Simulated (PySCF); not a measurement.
A structure optimised at PBE0-D3(BJ)/def2-TZVP (Å):
```
atom  x, y, z in Å
F1     0.1824    1.2058   -0.7163
C2    -0.0182    0.0733   -0.0459
Cl3   -1.7266   -0.0763    0.3143
Br4    0.5742   -1.4007   -1.1529
Br5    1.0164    0.1466    1.5892
```

Neutral, closed shell.

Problem. Read off the bonds between heavy atoms and their formal orders.

Solution. F1–C2 1.33 Å (single); C2–Cl3 1.75 Å (single); C2–Br4 1.94 Å (single); C2–Br5 1.94 Å (single).

Problem. Write the SMILES.

Solution. `FC(Cl)(Br)Br`, CBr2ClF. Among its features: C–F bond, C–Cl bond and C–Br bond.

Problem. What is the point group of this geometry?

Solution. Cs (tolerance 0.08 Å).

Problem. Describe the place of each heavy atom.

Solution. F1: alkyl fluorine; C2: sp3 C–F carbon; Cl3: chlorine on a fluorinated carbon; Br4/Br5: alkyl bromine.

Problem. What is the arrangement about C2?

Solution. It has 4 neighbours (F1, Cl3, Br4, Br5) and is tetrahedral (angles from 108.2° to 110.5°).

These are computed values.
